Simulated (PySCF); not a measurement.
**TDDFT excited states: C7H9Cl**

Species: C7H9Cl.
Numbering: `[CH:1]#[C:2][C@@H:3]([CH2:4][Cl:5])[CH2:6][CH:7]=[CH2:8]` (hydrogens: H9 on C1; H10 on C3; H11, H12 on C4; H13, H14 on C6; H15 on C7; H16, H17 on C8)

Level of theory: TDDFT B3LYP/def2-SVPD, vertical, gas phase, core orbitals frozen in the response (PySCF). Isolated species at its GFN2-xTB geometry (one conformer only). Torsions of this conformer, `[CH:1]#[C:2][C@@H:3]([CH2:4][Cl:5])[CH2:6][CH:7]=[CH2:8]`: C2–C3–C4–Cl5 -172°, C2–C3–C6–C7 -62°, C3–C6–C7–C8 -118°.

Q: What does the calculation give for the low-lying excited states?

A: 

| state | E (eV) | ν̃ (cm⁻¹) | f | main configurations (H = HOMO, L = LUMO) |
| --- | --- | --- | --- | --- |
| S1 | 6.38 | 51430 | 0.016 | H→L (35%), H-2→L (22%), H→L+1 (14%) |
| S2 | 6.58 | 53080 | 0.030 | H-1→L (52%), H→L (12%), H-1→L+1 (11%) |
| S3 | 6.77 | 54600 | 0.012 | H→L+1 (20%), H-2→L (20%), H→L (11%) |
| S4 | 6.84 | 55170 | 0.0030 | H-2→L (25%), H-1→L+2 (23%), H-1→L+3 (17%) |
| S5 | 6.92 | 55840 | 0.040 | H-2→L+1 (27%), H→L+1 (26%), H→L (18%) |
| S6 | 6.97 | 56180 | 0.0069 | H-1→L+1 (41%), H-1→L (29%) |
| S7 | 7.02 | 56660 | 0.0054 | H-3→L (74%), H-3→L+1 (18%) |
| S8 | 7.11 | 57360 | 0.0073 | H→L+2 (56%), H→L+3 (20%) |

Triplets (Tamm–Dancoff): T1 4.55 eV, H→L (61%), H→L+1 (21%); T2 5.48 eV, H-1→L (14%), H-1→L+3 (12%), H-1→L+1 (12%); T3 5.91 eV, H-2→L (18%), H-1→L+3 (14%), H-2→L+1 (13%).

The lowest singlet lies at 6.38 eV (194 nm, vacuum ultraviolet) and is weak; its leading configuration is HOMO→LUMO (35%). The most intense listed level is S5 at 6.92 eV (179 nm, f = 0.040), 0.55 eV above S1. Löwdin shares by element: HOMO carbon 74% or more (atoms not listed hold the other 26%); LUMO carbon 48% or more, chlorine 13% (atoms not listed hold the other 40%). Of the 8 states listed, 4 reach f = 0.01 and none stays under 0.0005. The oscillator strengths of these states sum to 0.120; summed over the whole spectrum of an exact calculation they would give the number of electrons, 68 (Thomas–Reiche–Kuhn). Orbital energies (eV): HOMO-3 -8.28, HOMO-2 -7.97, HOMO-1 -7.87, HOMO -7.42, LUMO -0.29, LUMO+1 0.13, LUMO+2 0.46. The window holds the lowest 8 singlets.

The run took 81 s of wall time on one thread of an Intel Xeon at 2.70 GHz (shared host), and the process peaked at 0.92 GiB of memory.
